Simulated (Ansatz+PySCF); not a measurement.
A calculation with PySCF 2.14.0.

```python
from pyscf import gto, scf

mol = gto.M(atom="""
B 0.000000 0.000000 0.000000
F 1.205540 0.000000 0.000000
F -0.602770 1.044030 0.000000
F -0.602770 -1.044030 0.000000
""", basis='def2-svp', charge=0, spin=0)
mf = scf.UHF(mol)
mf.init_guess = 'minao'
mf.kernel()
while True:  # follow internal instabilities
    mo, _, stable, _ = mf.stability(return_status=True)
    if stable: break
    mf.kernel(mf.make_rdm1(mo, mf.mo_occ))
print(mf.converged, mf.e_tot, mf.spin_square()[0])
```

The script is written out from the run's settings.

The run gave:

| Item | Value |
| --- | --- |
| Converged | yes |
| Total energy | -322.90121 hartree |
| Spin squared of the determinant | 0.000 |
